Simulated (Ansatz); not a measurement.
CdH₅NOSi, SMILES `[NH2][Cd][O][SiH3]`. The species carries charge 0 and has multiplicity 1. Cd takes the def2 core potential.

```xyz
9

N    -0.528   -2.708   -1.230
Cd   -0.101   -0.809   -0.782
O     0.299    1.039   -0.265
Si    0.329    1.888    1.114
H    -1.285   -2.769   -1.902
H     0.266   -3.176   -1.654
H     1.327    1.349    2.087
H     0.688    3.303    0.822
H    -0.995    1.882    1.810
```

Question: What are the harmonic wavenumbers in cm⁻¹ at PBE0-D4/def2-TZVP (Ansatz, finite differences of forces, unscaled)? (Estimate.)

Answer: Computed: 34, 49, 72, 140, 151, 429, 574, 644, 724, 731, 837, 953, 960, 996, 1012, 1562, 2167, 2177, 2208, 3520, 3612.

Question: Is this a minimum?

Answer: Yes, all 21 modes are real.

Question: Give the ideal-gas thermochemistry at 298.15 K and 1 bar (rigid rotor, harmonic oscillator; point group Cs, symmetry number 1).

Answer: Zero-point energy 140.9 kJ/mol; H(298) − E = 163.5 kJ/mol; entropy 379.9 J/(mol·K), of which translation 173.3, rotation 110.8, vibration 95.8; G(298) − E = 50.2 kJ/mol. Modes under 100 cm⁻¹ are hindered rotations or soft bends, so the harmonic entropy is rough.
